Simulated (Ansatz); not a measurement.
Stepwise reaction of `C#[C][SnH]([Cl])[Cl]` with hydrogen, as a gas-phase model of exchange steps in deposition or etching. ΔE in kJ/mol.

Gas-phase electronic energies from Ansatz, PBE0-D4/def2-TZVP geometries. CBS: MP2 limit from def2 TZ/QZ plus the TZ coupled-cluster correction, frozen cores. This one scheme is used for every species. Functionals use def2-TZVPP. B3LYP here is the variant with VWN-RPA as its local correlation; programs differ in this. Elements past krypton have def2 core potentials. For Sn outer-core shells are correlated without core-valence functions, which leaves a few kJ/mol of doubt a bond.

```
step                                               reaction  PBE-D4  B3LYP-D4  ωB97M-V  CCSD(T)/CBS
   1  `C#[C][SnH]([Cl])[Cl]` + H₂ → `C#[C][SnH2][Cl]` + HCl    68.4      69.7     66.4         71.4
   2           `C#[C][SnH2][Cl]` + H₂ → `C#[C][SnH3]` + HCl    69.5      71.9     68.8         74.2
```

By hand: ΔE of the 2 steps together at CCSD(T)/CBS.

(71.4) + (74.2) = 145.6 kJ/mol, or 72.8 kJ/mol a step.

In ΔE the steps differ by no more than 2.8 kJ/mol. All are uphill at CCSD(T)/CBS. PBE-D4 differs from CCSD(T)/CBS by -4.7 to -3.0 kJ/mol a step. Isolated molecules leave out the surface, adducts and barriers. Largest T1 diagnostic: 0.014.
